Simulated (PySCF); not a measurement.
Match the calculated data to a structure.

| technique | computed result |
| --- | --- |
| Rotational structure | rotational constants A, B, C: 4.007, 1.176, 0.986 GHz [GFN2-xTB] |
| Triplet | lowest triplet excitation (Tamm–Dancoff): 5.24 eV [TDA PBE0/def2-SVPD] |
| 1H NMR | chemical shifts (computed TMS as zero) by class: 6.23 (1 H), 4.84 (1 H), 3.10 (3 H), 2.58 (2 H) ppm [GIAO PBE0/pcSseg-1] |
| Dipole | 2.51 D [PBE0/def2-SVPD] |
| UV, first state | lowest singlet excitation: 5.79 eV (214 nm, f = 0.001) [TDDFT PBE0/def2-SVPD] |
| NMR, other nuclei | isotropic shieldings of nuclei other than C and H, by class: 142 (1 N), -78 (1 O), 302 (2 F) ppm [GIAO PBE0/pcSseg-1] |
| UV, strongest line | among the 6 lowest singlet transitions: S4 at 7.35 eV (169 nm, f = 0.179) [TDDFT PBE0/def2-SVPD] |
| 13C NMR | chemical shifts (computed TMS as zero) by class: 165.6 (1 C), 122.0 (1 C), 48.4 (1 C), 26.7 (1 C) ppm [GIAO PBE0/pcSseg-1] |

The electronic properties come from PySCF, for the isolated species, density fitting. Levels stand in brackets. Isolated species at its GFN2-xTB geometry (one conformer only). Each NMR value is the plain mean over a class of atoms that symmetry, rotation or inversion makes alike.

**Question.** Which candidate is it?
A. `CNC(=O)CC(F)F`
B. `Cc1cc(F)c(C)nn1`
C. `[H]/N=C(\C)COC(F)F`
D. `C=CCn1cc(F)cn1`

**Answer.** A. It is `CNC(=O)CC(F)F`. Numbering: `[CH3:1][NH:2][C:3](=[O:4])[CH2:5][CH:6]([F:7])[F:8]`. Its formula, C4H7F2NO, gives 1 degree of unsaturation: 0 rings and 1 π bond in the structure found. 4 carbons fall into 4 classes; from least to most shielded: amide carbonyl carbon [C3] (165.6 ppm), CHF2 carbon [C6] (122.0 ppm), sp3 carbon next to a carbonyl [C5] (48.4 ppm), N-methyl carbon [C1] (26.7 ppm). Hydrogen classes from least to most shielded: 1 H on a CHF2 carbon, C6 (6.23 ppm), 1 H on an amide nitrogen, N2 (4.84 ppm), 3 H on an N-methyl carbon, C1 (3.10 ppm, a mean of values up to 1.8 ppm apart in this geometry), 2 H on an sp3 carbon next to a carbonyl, C5 (2.58 ppm). The other shieldings belong to: 142 ppm, amide nitrogen [N2]; -78 ppm, amide oxygen [O4]; 302 ppm, fluorine of a CF2 group [F7/F8]. The optimised geometry has point group C1 and is an asymmetric top.

The others, at the same levels:
- `[H]/N=C(\C)COC(F)F` fails: its computed 13C shifts are 181.5 (1 C), 126.6 (1 C), 79.7 (1 C), 27.8 (1 C) ppm, 1H shifts are 10.86 (1 H), 6.31 (1 H), 4.38 (2 H), 2.21 (3 H) ppm and lowest singlet excitation is 5.21 eV (238 nm, f = 0.003) (against 5.79 eV).
- `C=CCn1cc(F)cn1` fails: it has 6 carbons where the 13C data count 4; its computed 13C shifts are 161.7 (1 C), 145.7 (1 C), 129.3 (1 C), 123.1 (1 C), 118.7 (1 C), 60.9 (1 C) ppm, 1H shifts are 7.36 (1 H), 7.28 (1 H), 6.23 (1 H), 5.63 (1 H), 5.44 (1 H), 4.78 (2 H) ppm and smallest rotational constant is 0.797 GHz (against 0.986 GHz).
- `Cc1cc(F)c(C)nn1` fails: it has 6 carbons where the 13C data count 4; its computed 13C shifts are 171.9 (1 C), 163.8 (1 C), 153.0 (1 C), 115.6 (1 C), 24.7 (1 C), 19.9 (1 C) ppm, 1H shifts are 7.01 (1 H), 2.94 (3 H), 2.94 (3 H) ppm and lowest singlet excitation is 3.61 eV (343 nm, f = 0.003) (against 5.79 eV).

Each candidate is one conformer, not necessarily the lowest. The conformers computed, where there is a choice (atom-mapped SMILES and torsion angles):
- `[CH3:1][NH:2][C:3](=[O:4])[CH2:5][CH:6]([F:7])[F:8]`: C1–N2–C3–O4 -3°, N2–C3–C5–C6 -80°, C3–C5–C6–F7 65°
- `[H]/[N:3]=[C:2](\[CH3:1])[CH2:4][O:5][CH:6]([F:7])[F:8]`: C1–C2–C4–O5 -64°, C2–C4–O5–C6 -63°, C4–O5–C6–F7 -154°
- `[CH2:1]=[CH:2][CH2:3][n:4]1[cH:5][c:6]([F:7])[cH:8][n:9]1`: C1–C2–C3–N4 131°, C2–C3–N4–C5 -71°
